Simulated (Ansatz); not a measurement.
Start from `[SH][In]([SH])[Br]` and change one atom or group to get `[NH2][In]([SH])[SH]`.

Ansatz, PBE0-D4/def2-TZVP geometries, multiplicity 1. Each molecule was computed in one conformer, which needn't be the lowest.

Elements past krypton have def2 core potentials. Scalar relativity is left out up to krypton. Spin–orbit coupling is left out; it splits and shifts lone-pair levels of the heavy atoms by tenths of an eV.

```csv
property,`[SH][In]([SH])[Br]`
HOMO energy (ωB97M-V/def2-TZVPP) / eV,-10.01
HOMO–LUMO gap (B3LYP/def2-TZVPP) / eV,5.16
HOMO–LUMO gap (PBE0/def2-TZVPP) / eV,5.70
LUMO energy (PBE0/def2-TZVPP) / eV,-2.14
HOMO–LUMO gap (PBE/def2-TZVPP) / eV,3.65
HOMO energy (B3LYP/def2-TZVPP) / eV,-7.57
```

Problem. Give the same properties after the change, and the shifts. (An estimate is asked.)

Solution. Computed: 
```tsv
property	`[NH2][In]([SH])[SH]`	shift
HOMO energy (ωB97M-V/def2-TZVPP) / eV	-9.61	0.40
HOMO–LUMO gap (B3LYP/def2-TZVPP) / eV	5.45	0.29
HOMO–LUMO gap (PBE0/def2-TZVPP) / eV	6.01	0.31
LUMO energy (PBE0/def2-TZVPP) / eV	-1.35	0.79
HOMO–LUMO gap (PBE/def2-TZVPP) / eV	3.82	0.17
HOMO energy (B3LYP/def2-TZVPP) / eV	-7.10	0.47
```

With PBE0 the HOMO rises by 0.48 eV and the LUMO rises by 0.79 eV, so the gap widens by about 0.31 eV. PBE moves the HOMO by 0.60 eV and ωB97M-V by 0.40 eV. The zero-point energy changes by 63.1 kJ/mol with +6 modes.

B3LYP here is the variant with VWN-RPA as its local correlation; programs differ in this.
